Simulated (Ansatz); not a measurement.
BClH₅NSi, SMILES `BN[SiH2]Cl`, relaxed with RKS PBE0-D4/def2-TZVP in Ansatz from a PBE-D4/def2-SVP geometry. The force threshold is 0.005 eV/Å; the program also tests the step.

The species carries charge 0 and has multiplicity 1.

Start:

```xyz
9

B    -1.028   -0.019    1.225
N    -0.458   -0.497    0.024
Si    0.805    0.302   -0.909
Cl    2.601   -0.744   -0.762
H    -0.643    1.043    1.680
H    -1.892   -0.674    1.777
H    -0.796   -1.399   -0.331
H     0.427    0.314   -2.360
H     0.984    1.672   -0.345
```

**Question.** By how much does the energy fall, and how many steps does the optimiser take? (Best estimate.)

**Answer.** Computed: 4.54 kJ/mol, in 7 steps.

**Question.** Which bonds change most? (Best estimate.)

**Answer.** Computed: N2–Si3 from 1.762 to 1.730 Å; Si3–Cl4 from 2.084 to 2.055 Å; B1–H5 from 1.218 to 1.197 Å; B1–H6 from 1.217 to 1.196 Å.

**Question.** Give the relaxed structure. (An estimate is asked.)

**Answer.** Computed: 
```xyz
9

B    -1.008   -0.025    1.218
N    -0.462   -0.487    0.012
Si    0.784    0.297   -0.897
Cl    2.568   -0.709   -0.726
H    -0.603    1.005    1.676
H    -1.866   -0.658    1.761
H    -0.812   -1.364   -0.349
H     0.443    0.284   -2.337
H     0.957    1.658   -0.358
```
